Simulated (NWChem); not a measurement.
System: HgI cation; SMILES [Hg+][I]

Results from NWChem. def2 effective core potentials on I, Hg; no spin-orbit coupling. The level has its own optimisation; frequencies are unscaled.

What does the run give for CAM-B3LYP/def2-SVP? Quantities: r Hg–I (Å); highest harmonic frequency (cm⁻¹); zero-point energy (kcal/mol).


```json
{
  "r Hg–I (Å)": "2.602",
  "highest harmonic frequency (cm⁻¹)": "187",
  "zero-point energy (kcal/mol)": "0.3"
}
```
